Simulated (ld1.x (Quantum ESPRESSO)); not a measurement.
Reading a pseudo-wave (rhodium (Rh))

Columns: radius, all-electron u(r) and pseudo u(r) of the 5s shell (level -4.30 eV) of rhodium in the configuration [Kr] 4d8 5s1 5p0; PBE, scalar-relativistic, TM semilocal scheme, ld1.x (Quantum ESPRESSO) 7.5.

```
r (bohr)  all-electron  pseudo
   0.182        0.0410  0.0162
   0.365        0.1218  0.0343
   0.548       -0.1361  0.0565
   0.730       -0.2656  0.0849
   0.912       -0.2226  0.1224
   1.095       -0.0848  0.1714
   1.277        0.0775  0.2326
   1.460        0.2290  0.3049
   1.642        0.3536  0.3822
   1.825        0.4498  0.4568
   2.007        0.5187  0.5193
   2.190        0.5648  0.5646
   2.372        0.5918  0.5918
   2.555        0.6039  0.6039
   2.738        0.6042  0.6042
   2.920        0.5954  0.5954
   3.102        0.5799  0.5799
   3.285        0.5594  0.5594
   3.468        0.5354  0.5354
   3.650        0.5093  0.5093
   3.832        0.4819  0.4819
   4.015        0.4537  0.4537
   4.198        0.4256  0.4256
   4.380        0.3980  0.3980
   4.562        0.3712  0.3712
   4.745        0.3451  0.3451
```

Task: How many radial nodes do the two functions have?

Result: The all-electron 5s function has n − l − 1 = 4 (the table is too coarse to show those close to the nucleus); the pseudo-wave has 0, since the states of the same l below it are removed with the core.

Task: At about which radius was the pseudo-wave matched?

Result: 2.60 bohr. The columns agree to 0.0005 from 2.19 bohr on; several derivatives are matched, so the curves merge somewhat inside the radius.

Task: Is the pseudo-wave norm-conserving?

Result: Yes: the TM semilocal scheme keeps the norm inside the radius equal to the all-electron one, which fixes the energy derivative of the logarithmic derivative at the level.
